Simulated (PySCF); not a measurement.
PySCF input for C2H9ClOSi2, SMILES [SiH3][C@@H]([Si@H](Cl)C)O, TDA-PBE0/def2-SVPD. Geometry optimised at B3LYP-D3(BJ)/def2-SVP. The structure was generated by enumeration; whether it is a known compound was not checked. The values are those of a single conformer.

```python
import numpy as np
from pyscf import gto, scf, dft, tdscf

mol = gto.M(
    atom='''
    C     2.29345859   -0.48193267   -0.74781721
    Si    0.98540917    0.04143749    0.48468562
    Cl    0.44724807    2.02155701    0.09453582
    C    -0.55129832   -1.06271015    0.42348668
    O    -1.42067050   -0.84566470    1.54244607
    Si   -1.63337597   -0.83694792   -1.12786296
    H     3.17439411    0.17506904   -0.68127894
    H     1.90108095   -0.42664825   -1.77503957
    H     2.61838181   -1.51760167   -0.55475517
    H     1.49980742    0.00617295    1.88579057
    H    -0.18219011   -2.11355226    0.38743932
    H    -0.91279484   -0.94577581    2.35916639
    H    -2.26395484    0.50794770   -1.13508022
    H    -2.68878399   -1.88864001   -1.14872721
    H    -0.76522006   -0.99312005   -2.33372653
    ''',
    basis='def2-SVPD',
    charge=0,
    spin=0,
    max_memory=1600,
    verbose=4,
)
mf = dft.RKS(mol, xc='pbe0').density_fit(auxbasis='def2-universal-jkfit')
mf.grids.level = 3
mf.conv_tol = 1e-9
mf.max_cycle = 100
mf.kernel()
mf.grids = dft.Grids(mol).set(level=1).build(with_non0tab=True)  # coarser grid for the response kernel
td = tdscf.TDA(mf)
td.singlet = True
td.nstates = 6
td.conv_tol = 1e-4
td.positive_eig_threshold = 1e-6
td.kernel(x0=td.get_init_guess(mf, 11))
td.analyze()
tt = tdscf.TDA(mf)
tt.singlet = False
tt.nstates = 2
tt.conv_tol = 1e-4
tt.positive_eig_threshold = 1e-6
tt.kernel(x0=tt.get_init_guess(mf, 7))
tt.analyze(verbose=3)
```

Log of the run:

```
PySCF version 2.14.0

[INPUT] verbose = 4
[INPUT] num. atoms = 15
[INPUT] num. electrons = 74
[INPUT] charge = 0
[INPUT] spin (= nelec alpha-beta = 2S) = 0
[INPUT] symmetry False subgroup None
[INPUT] Mole.unit = angstrom
[INPUT] Symbol           X                Y                Z      unit          X                Y                Z       unit  Magmom
[INPUT]  1 C      2.293458590000  -0.481932670000  -0.747817210000 AA    4.334008613131  -0.910720756780  -1.413169718136 Bohr   0.0
[INPUT]  2 Si     0.985409170000   0.041437490000   0.484685620000 AA    1.862153451935   0.078305507389   0.915923078315 Bohr   0.0
[INPUT]  3 Cl     0.447248070000   2.021557010000   0.094535820000 AA    0.845176362040   3.820189094095   0.178646808761 Bohr   0.0
[INPUT]  4 C     -0.551298320000  -1.062710150000   0.423486680000 AA   -1.041802837733  -2.008231133295   0.800273842601 Bohr   0.0
[INPUT]  5 O     -1.420670500000  -0.845664700000   1.542446070000 AA   -2.684678158249  -1.598074676212   2.914800634212 Bohr   0.0
[INPUT]  6 Si    -1.633375970000  -0.836947920000  -1.127862960000 AA   -3.086633241746  -1.581602349324  -2.131352100441 Bohr   0.0
[INPUT]  7 H      3.174394110000   0.175069040000  -0.681278940000 AA    5.998735479332   0.330832538491  -1.287430611034 Bohr   0.0
[INPUT]  8 H      1.901080950000  -0.426648250000  -1.775039570000 AA    3.592522336128  -0.806248344025  -3.354338647566 Bohr   0.0
[INPUT]  9 H      2.618381810000  -1.517601670000  -0.554755170000 AA    4.948024510443  -2.867851522483  -1.048335337487 Bohr   0.0
[INPUT] 10 H      1.499807420000   0.006172950000   1.885790570000 AA    2.834225263391   0.011665184881   3.563627705587 Bohr   0.0
[INPUT] 11 H     -0.182190110000  -2.113552260000   0.387439320000 AA   -0.344289410504  -3.994034921356   0.732154204688 Bohr   0.0
[INPUT] 12 H     -0.912794840000  -0.945775810000   2.359166390000 AA   -1.724932255516  -1.787257256139   4.458178359379 Bohr   0.0
[INPUT] 13 H     -2.263954840000   0.507947700000  -1.135080220000 AA   -4.278254605984   0.959882038603  -2.144990745211 Bohr   0.0
[INPUT] 14 H     -2.688783990000  -1.888640010000  -1.148727210000 AA   -5.081065349215  -3.569012366796  -2.170779818736 Bohr   0.0
[INPUT] 15 H     -0.765220060000  -0.993120050000  -2.333726530000 AA   -1.446056338423  -1.876724903314  -4.410103991332 Bohr   0.0

nuclear repulsion = 453.082317634107
number of shells = 92
number of NR pGTOs = 312
number of NR cGTOs = 210
basis = def2-SVPD
ecp = {}


[settings echo left out]
init E= -1195.23330150502
  HOMO = -0.315062261640858  LUMO = -0.0426837540367364  gap/eV = 7.41180
cycle= 1 E= -1195.00479204141  delta_E= 0.229  |g|= 0.62  |ddm|= 4.74
  HOMO = -0.188756646259638  LUMO = 0.000885524881422128  gap/eV = 5.16043
cycle= 2 E= -1194.91482507731  delta_E= 0.09  |g|= 0.919  |ddm|= 1.61
  HOMO = -0.288492079986233  LUMO = -0.00177657913968998  gap/eV = 7.80193
cycle= 3 E= -1195.0863707731  delta_E= -0.172  |g|= 0.102  |ddm|= 0.925
  HOMO = -0.286054248001716  LUMO = 0.000555694565229192  gap/eV = 7.79905
cycle= 4 E= -1195.08839391448  delta_E= -0.00202  |g|= 0.0336  |ddm|= 0.152
  HOMO = -0.28634775329277  LUMO = 0.000545292828480815  gap/eV = 7.80676
cycle= 5 E= -1195.08867734047  delta_E= -0.000283  |g|= 0.00528  |ddm|= 0.0478
  HOMO = -0.286523439263759  LUMO = 0.000472690163826339  gap/eV = 7.80956
cycle= 6 E= -1195.08868412921  delta_E= -6.79e-06  |g|= 0.00157  |ddm|= 0.0111
  HOMO = -0.286507907680039  LUMO = 0.000493040714012682  gap/eV = 7.80969
cycle= 7 E= -1195.0886847972  delta_E= -6.68e-07  |g|= 0.000327  |ddm|= 0.00322
  HOMO = -0.286536538928452  LUMO = 0.000481416399627399  gap/eV = 7.81016
cycle= 8 E= -1195.0886848266  delta_E= -2.94e-08  |g|= 0.00011  |ddm|= 0.000765
  HOMO = -0.286522451210128  LUMO = 0.000489014874761384  gap/eV = 7.80998
cycle= 9 E= -1195.08868483019  delta_E= -3.59e-09  |g|= 2e-05  |ddm|= 0.000243
  HOMO = -0.286525683770448  LUMO = 0.000487410526821108  gap/eV = 7.81002
cycle= 10 E= -1195.08868483029  delta_E= -9.64e-11  |g|= 9.11e-06  |ddm|= 4.54e-05
  HOMO = -0.286523658279353  LUMO = 0.000487994926787749  gap/eV = 7.80998
Extra cycle  E= -1195.08868483027  delta_E= 2.05e-11  |g|= 1.21e-05  |ddm|= 2.96e-05
converged SCF energy = -1195.08868483027
tot grids = 56928
Overwritten attributes  positive_eig_threshold  of <class 'pyscf.tdscf.rks.TDA'>


******** <class 'pyscf.tdscf.rks.TDA'> for <class 'pyscf.df.df_jk.DFRKS'> ********
nstates = 6 singlet
deg_eia_thresh = 1.000e-03
wfnsym = None
conv_tol = 0.0001
eigh lindep = 1e-12
eigh level_shift = 0
eigh max_cycle = 100


Excitation energies (eV)
[6.40023756 6.8214835  6.98395639 7.36537654 7.49083425 7.60691713]

** Singlet excitation energies and oscillator strengths **
Excited State   1:      6.40024 eV    193.72 nm  f=0.0022
      37 -> 38       -0.68491
      37 -> 40        0.12597
Excited State   2:      6.82148 eV    181.76 nm  f=0.0008
      37 -> 38        0.13423
      37 -> 40        0.67755
Excited State   3:      6.98396 eV    177.53 nm  f=0.0067
      37 -> 39       -0.68902
Excited State   4:      7.36538 eV    168.33 nm  f=0.0209
      35 -> 38       -0.16739
      36 -> 38        0.64898
      36 -> 40       -0.14367
Excited State   5:      7.49083 eV    165.51 nm  f=0.0616
      37 -> 41       -0.68958
Excited State   6:      7.60692 eV    162.99 nm  f=0.0174
      35 -> 38        0.45616
      35 -> 39       -0.17966
      35 -> 40        0.34473
      36 -> 38        0.13391
      36 -> 40        0.29208

** Transition electric dipole moments (AU) **
state          X           Y           Z        Dip. S.      Osc.
  1         0.0000      0.0457      0.1107      0.0143      0.0022
  2         0.0052      0.0260      0.0646      0.0049      0.0008
  3         0.0202      0.1355     -0.1426      0.0391      0.0067
  4         0.3096      0.1412      0.0009      0.1158      0.0209
  5        -0.4100     -0.1900     -0.3629      0.3359      0.0616
  6         0.0876      0.0286     -0.2913      0.0933      0.0174

** Transition velocity dipole moments (imaginary part, AU) **
state          X           Y           Z        Dip. S.      Osc.
  1        -0.0198     -0.0250      0.0044      0.0010      0.0029
  2         0.0221     -0.0214      0.0133      0.0011      0.0030
  3         0.0228      0.0369     -0.0201      0.0023      0.0059
  4         0.0451      0.0466     -0.0078      0.0043      0.0105
  5        -0.0966     -0.0508     -0.0571      0.0152      0.0368
  6         0.0294     -0.0024     -0.0925      0.0094      0.0225

** Transition magnetic dipole moments (imaginary part, AU) **
state          X           Y           Z
  1        -0.2693      0.1383     -0.4287
  2        -0.3874      0.1807      0.1676
  3        -0.1609      0.1587      0.1060
  4         0.7446      0.1462     -0.2735
  5        -0.6371      0.3652      0.4190
  6         0.9908     -0.3251     -0.2629


******** <class 'pyscf.tdscf.rks.TDA'> for <class 'pyscf.df.df_jk.DFRKS'> ********
nstates = 2 triplet
deg_eia_thresh = 1.000e-03
wfnsym = None
conv_tol = 0.0001
eigh lindep = 1e-12
eigh level_shift = 0
eigh max_cycle = 100


Excitation energies (eV)
[6.01392657 6.51420976]

** Triplet excitation energies and oscillator strengths **
Excited State   1:      6.01393 eV    206.16 nm  f=0.0000
Excited State   2:      6.51421 eV    190.33 nm  f=0.0000
```

The calculation finished and met its thresholds.
